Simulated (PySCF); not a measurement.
# What a mistake does to a calculation on B2H4NSi anion

All numbers below are calculated, not measured. They come from PySCF 2.14.0, an open-source quantum chemistry program, on an isolated molecule that a program drew, which may never have been made. The molecule is B2H4NSi anion (charge -1, singlet), drawn as the SMILES string `BN=B[SiH2-]`.

Each row is a Hartree-Fock (HF) and frozen-core CCSD(T) single point in the aug-cc-pV(D+d)Z basis, meant for a local HF minimum. Run 1 is clean. Each other run has one planted mistake out of seven kinds, and not every kind appears here: one electron removed, one electron added, multiplicity raised by two, geometry at a saddle point, minimal basis STO-3G, one bond length entered in bohr, all coordinates scaled. The reference is restricted for singlets and unrestricted otherwise, and also for a bond in bohr. Adding or removing an electron swaps singlet and doublet. Electrons count all cores. HOMO and LUMO are orbital energies over both spins, the gradient is its largest component, and the lowest frequency (negative if imaginary) is given only where the gradient is small. Bond lengths are over the 7 bonds as drawn. T1 is the CCSD diagnostic: over 0.02 (restricted) or 0.045 (unrestricted) a single reference is doubtful.

Geometry of the clean run:
```xyz
8
B2H4NSi anion, angstrom
B     0.2114    1.7884   -2.0577
N    -0.2965    0.5775   -1.6365
B    -0.7406   -0.5537   -1.2512
Si   -1.6427   -2.2538   -0.6096
H     0.7055    2.5789   -1.2772
H     0.1865    2.1183   -3.2276
H    -1.1725   -3.1497   -1.7511
H    -0.5918   -2.6353    0.4282
```

| run | electrons | basis functions | <S^2> | HOMO (eV) | LUMO (eV) | gradient (hartree/bohr) | lowest frequency (cm^-1) | mean bond (Å) | longest bond (Å) | T1 | HF (hartree) | CCSD(T) (hartree) | mistake |
|---|---|---|---|---|---|---|---|---|---|---|---|---|---|
| 1 | 36 | 137 | 0.000 | -2.73 | 3.21 | 3.4e-05 | 115 | 1.4521 | 2.029 | 0.0201 | -395.12732 | -395.64211 | no fault |
| 2 | 35 | 137 | 0.756 | -10.17 | -0.72 | 5.8e-02 | - | 1.4521 | 2.029 | 0.0179 | -395.06991 | -395.54838 | one electron removed |
| 3 | 36 | 137 | 0.782 | -2.66 | 3.22 | 1.0e-02 | - | 1.6460 | 2.883 | 0.0579 | -395.04375 | -395.55179 | one bond length entered in bohr |
| 4 | 36 | 137 | 0.000 | -1.58 | 3.44 | 4.2e-05 | -575 | 1.4197 | 1.898 | 0.0218 | -395.10251 | -395.62444 | geometry at a saddle point |
| 5 | 36 | 137 | 2.097 | 0.22 | 3.29 | 4.9e-02 | - | 1.4521 | 2.029 | 0.0298 | -395.03302 | -395.53958 | ? |
| 6 | 36 | 28 | 0.000 | 1.82 | 11.68 | 2.7e-02 | - | 1.4521 | 2.029 | 0.0302 | -390.27990 | -390.51231 | ? |

**Which mistake was planted in run 5, and what did it cost?**

Electrons, basis and geometry are unchanged, and <S^2> is 2.097, beside S(S+1) = 2.00 for a multiplicity of 3. So the mistake is: multiplicity raised by two. Subtracting run 1 and multiplying by 627.51 kcal/mol a hartree, the energy moved by 59.2 kcal/mol in HF and 64.3 kcal/mol in CCSD(T).

**Which mistake was planted in run 6, and what did it cost?**

It has 28 basis functions where the clean run has 137, with the same electrons and geometry. So the mistake is: minimal basis STO-3G. Subtracting run 1 and multiplying by 627.51 kcal/mol a hartree, the energy moved by 3041.8 kcal/mol in HF and 3219.0 kcal/mol in CCSD(T).

Cautions from the logs. Run 1: T1 is over the limit, so its CCSD(T) energy is less reliable; run 3: T1 is over the limit, so its CCSD(T) energy is less reliable; run 4: T1 is over the limit, so its CCSD(T) energy is less reliable; run 5: the HOMO is above zero, so the electron isn't bound and the energy depends on the basis; run 6: T1 is over the limit, so its CCSD(T) energy is less reliable and the HOMO is above zero, so the electron isn't bound and the energy depends on the basis.
